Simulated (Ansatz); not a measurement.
`[Cl][Al@H-]1[F+][Al@@H-]([Cl])[F+]1`, charge 0, multiplicity 1.

(1) Give a relaxed structure at PBE0-D4/def2-TZVP (Ansatz). (An estimate is asked.)

Results:

(1) Ansatz gave: 
```xyz
8

Cl    2.415    0.752   -1.391
Al    0.613    1.175   -0.440
F     0.461    0.176    1.072
Al   -0.792   -1.024    0.525
Cl    0.097   -2.878    0.203
F    -0.662   -0.006   -0.976
H     0.022    2.604   -0.243
H    -2.153   -0.801    1.251
```
Point group C2v.
